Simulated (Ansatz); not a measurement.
Ansatz (a program for electronic structure) input (BHLYP/def2-TZVPD):

Ansatz 0.2 input:
```yaml
crystal:
  periodic: [false, false, false]
  atoms:
    - {symbol: Zr, position_ang: [-0.00160146, 0.33476045, 0.07585723]}
    - {symbol: O, position_ang: [1.02124892, -0.58141894, -1.00690186]}
    - {symbol: O, position_ang: [-1.01324159, -1.09238329, 0.62761572]}
basis:
  gaussian:
    orbitals: def2-TZVPD
hamiltonian:
  xc: {name: BHLYP}
total_charge: 1
magnetization: {spin_polarized: true, initial_magnetization: 1}
output: {forces: true}
```

End of the output:

```
integrals: 0.04 GiB planned
848 factors; their error is unknown
mean field: 0.47 GiB planned
mean field evaluation 1: about -5337.4667 eV, gradient 8.2e1 eV
mean field evaluation 2: about -5033.9917 eV, gradient 2.5e2 eV
mean field evaluation 4: about -5363.0794 eV, gradient 9.0e0 eV
mean field evaluation 8: about -5363.4417 eV, gradient 3.1e-1 eV
mean field evaluation 16: about -5363.5196 eV, gradient 5.6e-3 eV
mean field evaluation 32: about -5363.5028 eV, gradient 1.9e0 eV
mean field -5363.51960585 eV, -197.1057099908 hartree, gradient 5.7e-5 eV, S^2 0.816699; 5 other end points of the search recorded, 0 dependent functions left out
the calculation of the forces begins
reference -5363.51976462 eV, -197.1057158254 hartree; 14, 13 occupied and 106, 107 virtual orbitals, 848 factors
Total energy: -5363.51976462 eV, -197.1057158254 hartree
Atom 0 at    -0.001601     0.334760     0.075857 Å, force     1.452703    -0.465068    -1.351756 eV/Å
Atom 1 at     1.021249    -0.581419    -1.006902 Å, force    -1.009785     0.996676     1.089442 eV/Å
Atom 2 at    -1.013242    -1.092383     0.627616 Å, force    -0.442918    -0.531608     0.262314 eV/Å
Dipole moment:    -0.158096     1.443441     0.457001 e Å
```

The spin state was set by rule; other spins were not relaxed.
